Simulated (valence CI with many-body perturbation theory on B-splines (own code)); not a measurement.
**Missing levels of Ni²³⁺**

Method: relativistic CI+MBPT: three valence electrons over a frozen Dirac-Fock core [He], a basis of 11 s, 11 p, 9 d, 7 f, 5 g, 2 h, 1 i functions for each j, with the one-electron correlation potential Σ1, the two-electron term Σ2, the three-electron term Σ3, Breit, model QED; selected CI, second order for the rest (own B-spline code, finite nucleus).

No measured levels were compared; by estimate levels of excited configurations hold to 0.05 to 0.15 % of their energy, terms of the ground configuration to about 0.5 %.

| Level | E (cm⁻¹) |
| --- | --- |
| 2s²2p ²P°_1/2 | 0 |
| 2s²2p ²P°_3/2 | 163940 |
| 2s2p² ⁴P_1/2 | ? |
| 2s2p² ⁴P_3/2 | 539510 |
| 2s2p² ⁴P_5/2 | 608750 |
| 2s2p² ²D_3/2 | ? |
| 2s2p² ²D_5/2 | 884200 |
| 2s2p² ²P_1/2 | ? |
| 2s2p² ²S_1/2 | 1130100 |
| 2s2p² ²P_3/2 | 1143600 |
| 2p³ ⁴S°_3/2 | 1423800 |
| 2p³ ²D°_3/2 | 1581800 |
| 2p³ ²D°_5/2 | ? |
| 2p³ ²P°_1/2 | ? |
| 2p³ ²P°_3/2 | 1873200 |
| 2s²3s ²S_1/2 | 9615300 |
| 2s²3p ²P°_1/2 | ? |
| 2s²3p ²P°_3/2 | 9858500 |
| 2s2p3s ⁴P°_1/2 | 10008000 |
| 2s²3d ²D_3/2 | 10037000 |

Names give the largest LS component (configuration and term), which can be under half, so a name can repeat, a term be missing and a line seem to break the LS rules; names also repeat where a configuration has a term twice.

(1) The levels stand in rising order. What does the calculation give for the missing energies?

Answers

(1) 2s2p² ⁴P_1/2 457310; 2s2p² ²D_3/2 843640; 2s2p² ²P_1/2 956150; 2p³ ²D°_5/2 1626100; 2p³ ²P°_1/2 1781300; 2s²3p ²P°_1/2 9812400.
